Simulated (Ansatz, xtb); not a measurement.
## Ranking isomers of C2H7BrO2Si2

3 gas-phase structures of C2H7BrO2Si2, from a drawn sample of its isomers (lower ones may exist). Each was relaxed with GFN2-xTB; where two conformers were screened, the lower at r2SCAN-D4/def2-SVP is listed:

A. `C=CO[Si@H](Br)O[SiH3]`, a singlet
B. `O[Si@@H]1CC[Si@H](Br)O1`, a singlet
C. `O[Si@@H]1CC[Si@@H](Br)O1`, a singlet

Q: Which do you expect lowest at r2SCAN-D4/def2-SVP, and how would the others follow?

A: Calculated order at r2SCAN-D4/def2-SVP: C (0.0), B (1.0), A (40.0) kcal/mol.

Energies above the lowest of each column, in kcal/mol; the last columns are at B3LYP/def2-SVP geometries:

```json
{"structure": "C", "GFN2-xTB": "0.1", "HF/STO-3G": "0.0", "r2SCAN-D4/def2-SVP": "0.0", "B3LYP/def2-SVP": "0.0", "CCSD(T)/def2-SVP + ΔMP2/def2-TZVPP": "0.0"}
{"structure": "B", "GFN2-xTB": "0.0", "HF/STO-3G": "1.3", "r2SCAN-D4/def2-SVP": "1.0", "B3LYP/def2-SVP": "0.6", "CCSD(T)/def2-SVP + ΔMP2/def2-TZVPP": "0.8"}
{"structure": "A", "GFN2-xTB": "5.6", "HF/STO-3G": "55.5", "r2SCAN-D4/def2-SVP": "40.0", "B3LYP/def2-SVP": "32.0", "CCSD(T)/def2-SVP + ΔMP2/def2-TZVPP": "40.9"}
```

Every level run on C puts it lowest or level with the lowest. Flexible structures stand in one conformer each, not always the lowest. The ΔMP2 step shifts differences by up to 5.1 kcal/mol, which makes them less sure. ΔMP2 is the change of the MP2 energy from the smaller to the larger basis.

Programs: Ansatz 0.2.0, xtb 6.7.1.
